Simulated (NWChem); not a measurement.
System: C2H4O3Si; SMILES O[Si]1(O)C=CO1

The following NWChem deck was run.

```
start job
memory heap 200 mb stack 900 mb global 1100 mb
geometry units angstroms noautosym nocenter noautoz
  O      1.248322     1.384236     0.178038
  Si    -0.031010     0.348659     0.100242
  O     -1.355019     1.287304    -0.114782
  C     -0.198375    -1.188314     1.075205
  C      0.007451    -1.791120    -0.116629
  O      0.205185    -0.877833    -1.118697
  H      2.127812     0.995085     0.192937
  H     -1.203320     2.156476    -0.499102
  H     -0.396990    -1.634779     2.045412
  H      0.038235    -2.849426    -0.404734
end
basis spherical
  O library 6-31g*
  Si library 6-31g*
  C library 6-31g*
  H library 6-31g*
end
dft
  xc hfexch
  iterations 150
  mulliken
end
task dft energy
esp
  recalculate
  probe 0.07
  range 0.3
  factor 1.0
  spacing 0.02
end
task esp
```

Coordinates come from a PBE0/def2-SVP optimisation.

Atomic charges in e: unrestrained fits to the electrostatic potential beside Mulliken populations; buried atoms are poorly determined by the fit.

Atoms are numbered as in the input.

Task: Give the results of this calculation. (Hartree-Fock/6-31G* (spherical d).) Quantities: ESP O1; Mulliken O1; ESP Si2; Mulliken Si2; ESP O3; Mulliken O3; ESP C4; Mulliken C4; ESP C5; Mulliken C5; relative RMS misfit of the potential (%).

Result: 
```json
{
 "ESP O1": "-0.84",
 "Mulliken O1": "-0.88",
 "ESP Si2": "1.47",
 "Mulliken Si2": "1.46",
 "ESP O3": "-0.82",
 "Mulliken O3": "-0.87",
 "ESP C4": "-0.83",
 "Mulliken C4": "-0.57",
 "ESP C5": "0.37",
 "Mulliken C5": "0.22",
 "relative RMS misfit of the potential (%)": "21"
}
```
